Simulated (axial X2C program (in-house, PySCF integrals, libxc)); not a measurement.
# Potential curves of HBr⁻, without spin–orbit coupling

All values were computed with an in-house relativistic program for diatomic molecules. Spin-free means the one-electron spin-free X2C Hamiltonian. Basis: Br dyall-acv3z [9s10p7d5f1g], H dyall-av3z [7s3p2d] (cores contracted in-house); Gaussian nuclei, density fitting, unrestricted open shells. Masses: Br 78.918 u, H 1.008 u.

State: M_S = 1/2, Λ = 0 (beyond evenly filled blocks: σα). Energies in eV from the fragments at the same level (Br- + H). Fits are polynomials in 1 − R0/R over 0.85 to 1.23 times the lowest point R0.

```tsv
R (Å)	PBE0
1.3146	-0.0374
1.3750	-0.2132
1.4203	-0.2784
1.4657	-0.3055
1.5110	-0.3085
1.5639	-0.2971
1.6168	-0.2816
1.6848	-0.2666
1.7679	-0.2605
1.8887	-0.2672
```

The state is one determinant whose occupation by symmetry is held fixed; it was picked as the lowest of a PBE0 search that is not exhaustive. Dissociation energies refer to the lowest single-determinant-based atoms at the same level and basis. The highest occupied level is positive at some bond lengths even in Hartree–Fock (under at least one Hamiltonian), so the basis set holds the extra electron there; where that holds at Re the anion is at best weakly bound and its constants depend on the basis.

**Question.** What are Re, ωe and De at the PBE0 level?

**Answer.** At PBE0, spin-free: Re = 1.495 Å, ωe ≈ 1440 cm⁻¹, De = 0.31 eV to Br- + H; Be follows as 7.58 cm⁻¹.
